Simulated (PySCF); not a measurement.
Stepwise substitution at one centre (Si Br-NH2). Isolated molecules, 0 K electronic values unless said otherwise. One relaxed conformer stands for each flexible species; it need not be the lowest. Strings in code marks are SMILES.

The S1 excitation (TDA) from two functionals at the same geometries (PBE0-D3(BJ)/def2-TZVP), both in PySCF: PBE-D3(BJ)/def2-TZVP and B3LYP-D3(BJ)/def2-TZVP. B3LYP has the VWN-RPA correlation part, as in Gaussian. Excitations are Tamm–Dancoff values on a coarser integration grid. The basis has no diffuse functions, so Rydberg states are missing or too high.

```
species                                          B3LYP-D3(BJ)/def2-TZVP (eV)
-----------------------------------------------  ---------------------------
0 of 4 Br replaced by NH2                                               5.53
1 of 4 Br replaced by NH2 (`[Si](N)(Br)(Br)Br`)                         5.82
3 of 4 Br replaced by NH2                                               6.63
4 of 4 Br replaced by NH2 (`N[Si](N)(N)N`)                              5.96
```

**Question.** What does PBE-D3(BJ)/def2-TZVP give for each?

**Answer.** 
- 0 of 4 Br replaced by NH2: 5.02
- 1 of 4 Br replaced by NH2 (`[Si](N)(Br)(Br)Br`): 5.16
- 3 of 4 Br replaced by NH2: 6.02
- 4 of 4 Br replaced by NH2 (`N[Si](N)(N)N`): 5.33
Over these rows, drawn at random from the members with no instability flagged (it was tested for open shells, ions and some series alone), PBE minus B3LYP-D3(BJ): mean -0.60 eV, from -0.66 eV to -0.51 eV.
